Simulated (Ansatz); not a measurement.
Calculated with Ansatz (gas phase, PBE0-D4/def2-TZVP geometries, no zero-point term in ΔE). CCSD(T)/CBS adds triple-zeta CCSD(T) − MP2 to the extrapolated MP2 energy (def2 sets, frozen cores). This one scheme is used for every species. Functionals use def2-TZVPP. B3LYP here is the variant with VWN-RPA as its local correlation; programs differ in this. One conformer a species, not always the lowest.

`BNB(C)N` + H₂S → `CB(N)S` + `BN`  (ligand exchange at a B–N bond)

`BNB(C)N`:

Cartesian coordinates in Å:
```
B 1.495 -1.556 -0.427
N 0.902 -0.523 0.301
B -0.301 0.249 0.001
C -0.750 1.377 1.005
N -1.029 -0.022 -1.162
H 2.493 -2.079 -0.021
H 1.004 -1.919 -1.461
H 1.363 -0.262 1.161
H 0.044 2.120 1.137
H -1.650 1.909 0.692
H -0.944 0.956 1.998
H -1.859 0.486 -1.404
H -0.769 -0.735 -1.821
```

H₂S:

Cartesian coordinates in Å:
```
S 0.312 0.450 0.289
H -0.992 0.186 0.117
H 0.680 -0.636 -0.406
```

`CB(N)S`:

```xyz
10

C    -0.169   -0.129    1.383
B     0.162   -0.100   -0.154
N    -0.590    0.663   -1.050
S     1.580   -1.112   -0.711
H    -0.377   -1.149    1.721
H    -1.032    0.490    1.639
H     0.682    0.223    1.974
H    -0.418    0.716   -2.038
H    -1.370    1.219   -0.744
H     1.530   -0.822   -2.021
```

`BN`:

Cartesian coordinates in Å:
```
B -0.486 0.432 0.209
N 0.500 -0.444 -0.215
H -1.470 0.565 -0.458
H -0.327 1.032 1.232
H 1.351 -0.605 0.295
H 0.433 -0.980 -1.063
```

Problem. Is it downhill or uphill in electronic energy at CCSD(T)/CBS, and by how much? (Estimate.)

Solution. The calculation gave: Uphill: ΔE = +10.0 kJ/mol.

Problem. What do these levels give: BHLYP-D4, PBE-QIDH, B3LYP, r2SCAN0, RPA@PBE/def2-TZVPP, CCSD/def2-SVP? (Estimate.)

Solution. Ansatz gave: BHLYP-D4 12.6, PBE-QIDH 5.9, B3LYP 8.0, r2SCAN0 6.1, RPA@PBE/def2-TZVPP 12.6, CCSD/def2-SVP 13.2 kJ/mol.

Largest T1 diagnostic among the species: 0.012.

From BLYP to BHLYP (50 % exact exchange), in def2-TZVPP and without D4, ΔE moves by +7.4 kJ/mol. In def2-TZVPP, CCSD(T) changes the Hartree–Fock value by −6.1 kJ/mol (the triples alone add −1.9 kJ/mol) and MP2 by −10.0 kJ/mol. Leaving LDA and LC-ωPBE aside and taking each functional with its dispersion term where it has one, the values, not all of them listed here, spread over 12.0 kJ/mol, from PBE-D4 to BHLYP-D4. LDA lies +6.8 kJ/mol from PBE without D4.
